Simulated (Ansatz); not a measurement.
Reaction (ligand exchange at a Ge–C bond): `C[CH](C)[GeH3]` + `CBS` → `CB[S][GeH3]` + `CCC`

Program: Ansatz. Geometries: PBE0-D4/def2-TZVP. ΔE: electronic, gas phase. CCSD(T)/CBS is the MP2 limit (def2-TZVPP, def2-QZVPP) plus CCSD(T) − MP2 in def2-TZVPP, frozen cores. DFT in def2-TZVPP. B3LYP here is the variant with VWN-RPA as its local correlation; programs differ in this. For Ge outer-core shells are correlated without core-valence functions, which leaves a few kJ/mol of doubt a bond. Scalar relativity is left out up to krypton. Each species was taken in one conformer, which may not be the lowest.

| level | ΔE (kcal/mol) | difference from CCSD(T)/CBS |
| --- | --- | --- |
| PBE-D4 | -15.3 | -1.1 |
| B3LYP-D4 | -15.7 | -1.5 |
| ωB97X-V | -15.1 | -0.9 |
| ωB97M-V | -15.0 | -0.8 |
| r2SCAN | -15.9 | -1.7 |
| PBE0 | -16.2 | -2.0 |
| B3LYP | -16.4 | -2.2 |
| HF/def2-TZVPP | -18.2 | -4.0 |
| MP2/def2-TZVPP | -14.5 | -0.3 |
| SCS-MP2/def2-TZVPP | -14.9 | -0.7 |
| CCSD/def2-TZVPP | -14.5 | -0.3 |
| MP2/def2-QZVPP | -14.5 | -0.3 |
| SCS-MP2/def2-QZVPP | -14.9 | -0.7 |
| HF/CBS(def2) | -18.3 | -4.1 |
| MP2/CBS(def2) | -14.4 | -0.2 |
| CCSD/CBS(def2) | -14.4 | -0.2 |
| CCSD(T)/CBS | -14.2 | 0 |

Largest T1 diagnostic among the species: 0.013.

The D4 term adds +0.8 kcal/mol with B3LYP and +0.4 kcal/mol with PBE0; it sums over pairs of atoms, weighted by their polarisabilities, and B3LYP, whose exchange is more repulsive, gets the larger term. In def2-TZVPP, CCSD(T) changes the Hartree–Fock value by +3.9 kcal/mol (the triples alone add +0.2 kcal/mol) and MP2 by +3.7 kcal/mol.
